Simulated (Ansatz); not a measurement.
Geometry optimisation, Ansatz 0.2.0, RKS PBE0/def2-SVP.

The input (input.yaml):

```yaml
crystal:
  periodic: [false, false, false]
  atoms:
    - { symbol: Te, position_ang: [-1.3851, -0.2802, -1.547] }
    - { symbol: C, position_ang: [-0.3308, -0.0337, 0.2297] }
    - { symbol: C, position_ang: [0.7013, -0.3795, 0.9831] }
    - { symbol: O, position_ang: [-0.0848, 0.5634, 1.4584] }
    - { symbol: H, position_ang: [-0.4892, 1.0186, -2.3075] }
    - { symbol: H, position_ang: [0.09058, 1.00645, 2.32618] }
basis:
  gaussian: { orbitals: def2-SVP }
hamiltonian:
  xc: pbe0
relax:
  f_tol: 0.02
  max_steps: 50
output:
  orbitals: {}
```

Command:

```bash
$ ansatz run input.yaml --threads 1 --pin off --max-ram 2048MiB --backend cpu --events-out ev --progress --plain --runs-dir out
```

**Question.** Where does it end, and by what steps?

**Answer.** The run converged. After 19 steps the energy has fallen by 5.692 eV; C3 moved furthest, 1.25 Å. The start is strongly strained (largest force component 9 eV/Å), so its close contacts needn't be bonds. Parted: C2–O4.

```
step  energy less start (eV)  largest force component (eV/Å)  accepted
   0                  0.0000                           8.712       yes
   1                 -0.9974                           4.179       yes
   2                 -1.4836                           1.290       yes
   3                 -1.8085                           3.148       yes
   4                 -2.2598                           2.348       yes
   5                 -2.8662                           4.635       yes
   6                 -3.1554                           3.937       yes
   7                 -3.9445                           4.733       yes
   8                 -4.4666                           3.240       yes
   9                 -5.0814                           2.015       yes
  10                 -5.4430                           1.113       yes
  11                 -5.6268                           0.720       yes
  12                 -5.6619                           0.321       yes
  13                 -5.6587                           1.361        no
  14                 -5.6871                           0.160       yes
  15                 -5.6892                           0.063       yes
  16                 -5.6829                           0.145        no
  17                 -5.6909                           0.079       yes
  18                 -5.6922                           0.055       yes
  19                 -5.6922                           0.018       yes
```

```xyz
6
Properties=species:S:1:pos:R:3
Te -1.124 -0.548 -1.913
C -0.550 0.117 -0.086
C -0.258 0.413 1.057
O 0.005 0.773 2.277
H -0.433 0.727 -2.743
H 0.861 0.414 2.551
```

The run took 58 s on 1 thread of Arm Neoverse V2 (shared host), peak memory 0.16 GiB.
